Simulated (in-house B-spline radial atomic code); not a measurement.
Radial electron density of the holmium ion Ho⁺, [Kr] 4d10 4f11 5s2 5p5 6s1 6f1. Method: Dirac-Kohn-Sham LDA VWN5, spherical fractional occupations, Fermi nucleus of rms radius 5.2022 fm, inside a hard spherical wall at 9.37 bohr. Calculated with an all-electron radial atomic-structure program (B-spline basis).

Columns: r (bohr), 4πr²n(r) (electrons per bohr), bar.

```
0.000721    2.962 #
0.000898    4.247 ##
 0.00112    6.066 ##
  0.0014    8.628 ###
 0.00174    12.05 ####
 0.00217    16.73 ######
  0.0027    22.81 ########
 0.00337     30.7 ###########
  0.0042    40.34 ###############
 0.00523    51.55 ###################
 0.00652    63.78 ########################
 0.00813    75.77 ############################
  0.0101    85.57 ################################
  0.0126    91.52 ##################################
  0.0157    92.12 ##################################
  0.0196    88.02 #################################
  0.0245    82.83 ###############################
  0.0305    82.44 ###############################
   0.038    91.03 ##################################
  0.0474    106.5 ########################################
   0.059    118.4 ############################################
  0.0736      116 ###########################################
  0.0917    101.1 ######################################
   0.114     90.9 ##################################
   0.143    98.01 ####################################
   0.178    106.8 ########################################
   0.221    92.98 ###################################
   0.276    62.35 #######################
   0.344    48.05 ##################
   0.429    54.72 ####################
   0.534    55.51 #####################
   0.666    40.47 ###############
    0.83    24.14 #########
    1.04    15.22 ######
    1.29    10.62 ####
    1.61    6.362 ##
       2    3.071 #
     2.5    1.381 #
    3.11   0.8331 
    3.88   0.5243 
    4.84   0.1641 
    6.03   0.0769 
    7.52    0.243 
    9.28 0.001205
```

On this grid the curve has 5 maxima, near 0.0157, 0.059, 0.178, 0.534, 7.52 bohr.

The 6f5/2 radial function P(r) = rR(r), positive near the nucleus, with its small component Q(r) (sign convention: Q ≈ (P' + κP/r)/2c):

| r (bohr) | P | Q |
| --- | --- | --- |
| 0.038 | 0.0009209 | 0.0005406 |
| 0.059 | 0.003817 | 0.001408 |
| 0.0917 | 0.01388 | 0.003129 |
| 0.143 | 0.04212 | 0.005588 |
| 0.221 | 0.09746 | 0.007364 |
| 0.344 | 0.1651 | 0.006571 |
| 0.534 | 0.1851 | 0.003439 |
| 0.83 | 0.1172 | 0.0004472 |
| 1.29 | -0.0306 | -0.001449 |
| 2 | -0.2531 | -0.002448 |
| 3.11 | -0.4814 | -0.00201 |
| 4.84 | -0.2182 | 0.0007751 |
| 7.52 | 0.4895 | 0.0005678 |
